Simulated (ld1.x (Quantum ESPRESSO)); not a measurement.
## An all-electron radial function and its pseudo partner (Rb (Z = 37))

Columns: radius, all-electron u(r) and pseudo u(r) of the 5p shell (level -0.75 eV) of rubidium in the configuration [Kr] 5s1 5p0; PBE, scalar-relativistic, TM semilocal scheme, ld1.x (Quantum ESPRESSO) 7.5.

```
r (bohr)  all-electron   pseudo
   0.210       -0.0158  -0.0073
   0.420       -0.0698  -0.0268
   0.630       -0.0005  -0.0524
   0.840        0.0772  -0.0761
   1.050        0.1236  -0.0919
   1.260        0.1372  -0.0977
   1.470        0.1260  -0.0957
   1.680        0.0986  -0.0902
   1.890        0.0620  -0.0852
   2.100        0.0211  -0.0837
   2.310       -0.0210  -0.0876
   2.520       -0.0623  -0.0984
   2.730       -0.1018  -0.1169
   2.940       -0.1388  -0.1429
   3.150       -0.1732  -0.1736
   3.360       -0.2048  -0.2048
   3.570       -0.2335  -0.2335
   3.780       -0.2596  -0.2596
   3.990       -0.2832  -0.2832
   4.200       -0.3043  -0.3043
   4.410       -0.3231  -0.3231
   4.620       -0.3396  -0.3396
   4.830       -0.3537  -0.3537
   5.040       -0.3654  -0.3654
   5.250       -0.3748  -0.3748
   5.460       -0.3821  -0.3821
```

How many radial nodes do the two functions have?

The all-electron 5p function has n − l − 1 = 3 (the table is too coarse to show those close to the nucleus); the pseudo-wave has 0, since the states of the same l below it are removed with the core.

At about which radius was the pseudo-wave matched?

3.45 bohr. The columns agree to 0.0005 from 3.15 bohr on; several derivatives are matched, so the curves merge somewhat inside the radius.

Is the pseudo-wave norm-conserving?

Yes: the TM semilocal scheme keeps the norm inside the radius equal to the all-electron one, which fixes the energy derivative of the logarithmic derivative at the level.
